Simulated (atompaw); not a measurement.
## u(r) = r·R(r): atom against pseudo-atom (Ru (Z = 44))

Columns: radius, all-electron u(r) and pseudo u(r) of the 5s shell (level -5.23 eV) of ruthenium in the configuration [Kr] 4d6 5s2 5p0; PBEsol, scalar-relativistic, PAW (atompaw) scheme, atompaw 4.2.0.5.

```
r (bohr)  all-electron  pseudo
   0.115       -0.1096  0.0281
   0.231        0.1316  0.0566
   0.346        0.1624  0.0852
   0.462        0.0070  0.1145
   0.577       -0.1614  0.1441
   0.692       -0.2646  0.1744
   0.808       -0.2896  0.2057
   0.923       -0.2511  0.2375
   1.038       -0.1716  0.2701
   1.154       -0.0694  0.3037
   1.269        0.0389  0.3375
   1.385        0.1455  0.3720
   1.500        0.2430  0.4062
   1.615        0.3292  0.4400
   1.731        0.4038  0.4732
   1.846        0.4653  0.5046
   1.962        0.5155  0.5341
   2.077        0.5545  0.5604
   2.192        0.5839  0.5830
   2.308        0.6050  0.6015
   2.423        0.6184  0.6149
   2.538        0.6255  0.6230
   2.654        0.6271  0.6259
   2.769        0.6240  0.6237
   2.885        0.6170  0.6170
   3.000        0.6068  0.6068
```

Q: How many radial nodes do the two functions have?

A: The all-electron 5s function has n − l − 1 = 4 (the table is too coarse to show those close to the nucleus); the pseudo-wave has 0, since the states of the same l below it are removed with the core.

Q: Where does each function peak?

A: Outermost all-electron maximum near 2.65 bohr, pseudo maximum near 2.65 bohr (to the table’s step).

Q: Is the pseudo-wave norm-conserving?

A: No, it belongs to a PAW set: the norm inside the radius is not constrained, and the difference is carried by the augmentation charge.
